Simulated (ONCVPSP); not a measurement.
# u(r) = r·R(r): atom against pseudo-atom (Mo)

Columns: radius, all-electron u(r) and pseudo u(r) of the 4p shell (level -38.49 eV) of molybdenum in the configuration [Ar] 3d10 4s2 4p6 4d5 5s1; PBE, scalar-relativistic, ONCV scheme, ONCVPSP 4.0.1.

```tsv
r (bohr)	all-electron	pseudo
0.100	0.3051	0.0201
0.200	-0.2302	0.0789
0.300	-0.5280	0.1726
0.400	-0.4111	0.2945
0.500	-0.0858	0.4347
0.600	0.2745	0.5808
0.700	0.5807	0.7194
0.800	0.8034	0.8377
0.900	0.9419	0.9254
1.000	1.0083	0.9768
1.100	1.0189	0.9909
1.200	0.9898	0.9715
1.300	0.9348	0.9254
1.400	0.8646	0.8610
1.500	0.7872	0.7862
1.600	0.7080	0.7079
1.700	0.6307	0.6307
1.800	0.5576	0.5576
1.900	0.4900	0.4899
2.000	0.4284	0.4284
2.100	0.3731	0.3730
2.200	0.3238	0.3238
2.300	0.2802	0.2802
2.400	0.2420	0.2419
2.500	0.2085	0.2085
2.600	0.1794	0.1794
```

Problem. How many radial nodes do the two functions have?

Solution. The all-electron 4p function has n − l − 1 = 2; the pseudo-wave has 0, since the states of the same l below it are removed with the core.

Problem. At about which radius was the pseudo-wave matched?

Solution. 2.00 bohr. The columns agree to 0.0005 from 1.60 bohr on; several derivatives are matched, so the curves merge somewhat inside the radius.

Problem. Where does each function peak?

Solution. Outermost all-electron maximum near 1.10 bohr, pseudo maximum near 1.10 bohr (to the table’s step).

Problem. Is the pseudo-wave norm-conserving?

Solution. Yes: the ONCV scheme keeps the norm inside the radius equal to the all-electron one, which fixes the energy derivative of the logarithmic derivative at the level.
